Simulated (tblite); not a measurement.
Computed with GFN2-xTB (tblite): harmonic, unscaled wavenumbers at the GFN2-xTB geometry, gas phase. This tight-binding method is rough: wavenumbers can miss measured ones by several per cent, in bad cases by 10 to 20. Modes of hydrogen on silicon can be 10 to 20 % off. One conformer each. Thermal functions are those of the rigid rotor and harmonic oscillator, without mixing of conformers.

Task: Order these by their heat capacity Cp at 298.15 K, highest first (J/(mol K)).
A. `CCc1cpc[p-]1`
B. `[SiH3]C[C@@H]([SiH3])C[SiH2][SiH3]`
C. `CCN1NCC[C@@H]1C`
D. `COC[C@@H]1CCO[Si@H]1F`
E. `CS[C@@H]1[SiH2]SCS[C@@H]1F`

Result: B (228.2), E (189.1), D (166.0), C (148.1), A (123.5).

```
                            SMILES  atoms  mass (u)  symmetry number  modes under 300 cm⁻¹  ZPE (kJ/mol)  S translation (J/(mol K))  S rotation  S vibration      S     Cp
[SiH3]C[C@@H]([SiH3])C[SiH2][SiH3]     23    164.03                1                    10         421.8                      172.5       129.1        192.6  494.1  228.2
        CS[C@@H]1[SiH2]SCS[C@@H]1F     18    199.96                1                    10         317.9                      174.9       129.6        154.0  458.5  189.1
             COC[C@@H]1CCO[Si@H]1F     20    150.05                1                     8         413.6                      171.4       125.4        130.0  426.8  166.0
                   CCN1NCC[C@@H]1C     22    114.12                1                     7         519.8                      167.9       118.5        102.5  388.9  148.1
                      CCc1cpc[p-]1     14    129.00                1                     5         273.7                      169.5       119.7         78.3  367.4  123.5
```

Entropies and Cp are for 298.15 K and 1 bar.
